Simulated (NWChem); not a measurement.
System meant: TeI$_{2}$; SMILES [Te](I)I

The following NWChem deck was run.

```
start job
memory heap 200 mb stack 900 mb global 1100 mb
geometry units angstroms noautoz
  Te     0.000000     0.000000     1.138765
  I      2.145567     0.000000    -0.558421
  I     -2.145567     0.000000    -0.558421
end
basis spherical
  * library def2-svp
end
ecp
  Te library def2-ecp
  I library def2-ecp
end
dft
  odft
  mult 2
  xc xpbe96 cpbe96
  iterations 150
  mulliken
end
task dft energy
```

End of the output:

```
 Summary of "ao basis" -> "" (spherical)
 ------------------------------------------------------------------------------
       Tag                 Description            Shells   Functions and Types
 ---------------- ------------------------------  ------  ---------------------
 *                          def2-svp                  on all atoms

 Summary of "ao basis" -> "ao basis" (spherical)
 ------------------------------------------------------------------------------
       Tag                 Description            Shells   Functions and Types
 ---------------- ------------------------------  ------  ---------------------
 Te                         def2-svp                10       26   4s4p2d
 I                          def2-svp                10       26   4s4p2d

 Summary of "ao basis" -> "ao basis" (spherical)
 ------------------------------------------------------------------------------
       Tag                 Description            Shells   Functions and Types
 ---------------- ------------------------------  ------  ---------------------
 Te                         def2-svp                10       26   4s4p2d
 I                          def2-svp                10       26   4s4p2d

      Symmetry analysis of basis
      --------------------------

        a1         30
        a2         10
        b1         24
        b2         14

  number of electrons :                   74
  multiplicity        :                    2
 ------------------------------------------------------------------------
  no. of electrons and multiplicity not compatible                  74
 ------------------------------------------------------------------------
 ------------------------------------------------------------------------
  current input line :
    22: task dft energy
 ------------------------------------------------------------------------
 ------------------------------------------------------------------------
 There is an error in the input file
 ------------------------------------------------------------------------
 For more information see the NWChem manual at https://nwchemgit.github.io

0: no. of electrons and multiplicity not compatible:Received an Error in Communication
```

Find the fault in this run and fix the input.

The input was rejected before any calculation. Cause: the multiplicity doesn't fit the number of electrons (an even count wants an odd multiplicity, and the reverse). This input runs:
```
start job
memory heap 200 mb stack 900 mb global 1100 mb
geometry units angstroms noautoz
  Te     0.000000     0.000000     1.138765
  I      2.145567     0.000000    -0.558421
  I     -2.145567     0.000000    -0.558421
end
basis spherical
  Te library def2-svp
  I library def2-svp
end
ecp
  Te library def2-ecp
  I library def2-ecp
end
dft
  xc xpbe96 cpbe96
  iterations 150
  mulliken
end
task dft energy
```
It converges to -863.43912 Ha (PBE/def2-SVP with def2 effective core potentials on Te, I).
